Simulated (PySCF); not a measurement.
Compound: BeMeCl, CH3BeCl.
Geometry (PBE0-D3(BJ)/def2-SVP, Å), atoms numbered from 1 in this order:
```xyz
6
CH3BeCl angstrom
Be    -0.0095    0.0055   -1.0141
C      0.0019   -0.0004    0.6530
H     -0.4424    0.9181    1.0747
H      1.0274   -0.0749    1.0555
H     -0.5674   -0.8514    1.0661
Cl    -0.0100    0.0031   -2.8351
```

The closed-shell ground state was solved at several levels (PySCF, density fitting, gas phase, non-relativistic).

```
              level  basis functions  total energy (Eh)  HOMO (eV)  LUMO (eV)  gap (eV)  dipole (D)
CAM-B3LYP/def2-SVPD               83          -514.7290     -10.53       0.63     11.16        1.30
      PBE0/pcSseg-1               68          -514.6714      -9.09       0.14      9.23        1.47
```

Task: Estimate the row for wB97X-D/pcSseg-1, a basis of 68 functions; the other rows only guide the guess.

Result: Total energy -514.8884 Eh, HOMO -11.07 eV, LUMO 1.94 eV, gap 13.01 eV, dipole 1.55 D.

Task: Over all these levels, which gives the widest orbital gap and which the narrowest?

Result: wB97X-D/pcSseg-1 (range-separated hybrid) has the widest, 13.01 eV, and PBE0/pcSseg-1 (global hybrid, 25 % exact exchange) the narrowest, 9.23 eV. The two share the basis. From the narrowest to the widest the HOMO moves by -1.98 eV and the LUMO by +1.80 eV.

Task: How far do the dipole and the HOMO energy spread over the levels?

Result: The dipole runs from 1.30 to 1.55 D (mean 1.44 D) and the HOMO from -11.07 to -9.09 eV.

wB97X-D is run here without its empirical dispersion term; that term would change no orbital, density or response property at a fixed geometry.
